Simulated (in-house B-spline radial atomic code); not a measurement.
Atomic self-consistent-field run: neutral hafnium. Level of theory: scalar-relativistic (X2C) PBEsol, spin-polarised, spherical fractional occupations, Fermi nucleus of rms radius 5.347 fm; calculated with a B-spline radial code for spherical atoms.

Command:
```bash
python run_scf.py task.json out
```
Settings (nuclear radius in fm, mass in u):
```
Z                72
configuration    [Xe] 4f14 5d2 6s2
hamiltonian      x2c
method           pbesol
spin_polarised   True
nucleus          fermi
rms_radius       5.347
atomic_mass      179.94656
speed_of_light   137.035999084
```

Output (hartree, bohr):
```
 radial grid: 77 intervals, B-splines of order 8, outer radius 50 bohr

 iter        energy (Eh)    residual
    1      -15072.350752    4.41e-01
    2      -14920.690629    1.24e+00
    3      -15032.975689    1.30e+00
    4      -15071.693620    3.37e-01
    5      -15069.769899    4.28e-01
    6      -15073.600235    8.43e-02
    7      -15073.820479    1.71e-02
    8      -15073.845174    5.55e-03
    9      -15073.847757    5.46e-04
   10      -15073.847760    1.57e-04
   11      -15073.847761    7.83e-06
   12      -15073.847761    6.85e-07

 total energy                    -15073.84776
 kinetic                           16867.2705
 electron-nucleus                 -37562.3737
 Hartree                            5929.2143
 exchange-correlation               -307.9589

 orbital      occ     eigenvalue          <r>       <r^2>       <1/r>       r_max
 1s up      1.000     -2390.3515     0.018209 0.000463525     91.4662     0.01098
 1s down    1.000     -2390.3516     0.018209 0.000463525     91.4662     0.01098
 2s up      1.000      -408.7808    0.0796331  0.00756051     21.3097     0.06793
 2s down    1.000      -408.7789     0.079633   0.0075605     21.3097     0.06793
 2p up      3.000      -360.1278    0.0711987  0.00620864     18.0753     0.05511
 2p down    3.000      -360.1263    0.0711986  0.00620862     18.0753     0.05511
 3s up      1.000       -93.1471      0.20829   0.0497359     7.66866      0.1924
 3s down    1.000       -93.1469      0.20829   0.0497358     7.66864      0.1924
 3p up      3.000       -78.5313     0.207892   0.0502095     6.80309      0.1896
 3p down    3.000       -78.5310     0.207892   0.0502093     6.80307      0.1896
 3d up      5.000       -60.6865     0.188985   0.0418888     6.35462      0.1545
 3d down    5.000       -60.6855     0.188987   0.0418893     6.35457      0.1545
 4s up      1.000       -18.7477     0.468477    0.248091     3.17724       0.438
 4s down    1.000       -18.7466     0.468483    0.248094     3.17714       0.438
 4p up      3.000       -13.9267     0.497078    0.281434     2.81945      0.4581
 4p down    3.000       -13.9257     0.497072    0.281418     2.81941      0.4581
 4d up      5.000        -7.5647     0.535623    0.333128     2.47889      0.4715
 4d down    5.000        -7.5633     0.535538    0.332983     2.47909      0.4715
 5s up      1.000        -2.4596      1.13845      1.4596      1.1883       1.018
 5s down    1.000        -2.4382      1.13419     1.44819     1.19341       1.016
 5p up      3.000        -1.3207      1.34527     2.06055    0.976362        1.16
 5p down    3.000        -1.2900      1.33736     2.03609    0.983012       1.156
 4f up      7.000        -0.6170     0.679697    0.601051     1.91357      0.4545
 4f down    7.000        -0.6116     0.675506    0.591053     1.91961      0.4544
 5d up      2.000        -0.1150       2.4631     7.53701    0.543804       1.703
 6s up      1.000        -0.2005       3.3896      13.078     0.37369       2.872
 6s down    1.000        -0.1686      3.52939     14.2504    0.358201       2.951
```

Time taken, with all properties: 0.56 s on 1 thread of Arm Neoverse V1 (shared host).

One-electron X2C: radii and densities carry no picture-change correction, so inner-shell <1/r> comes out high (for 1s by about 2 % at Z = 33, 5 % at 54, 10 % at 75, 30 % at 118) and <r> low.
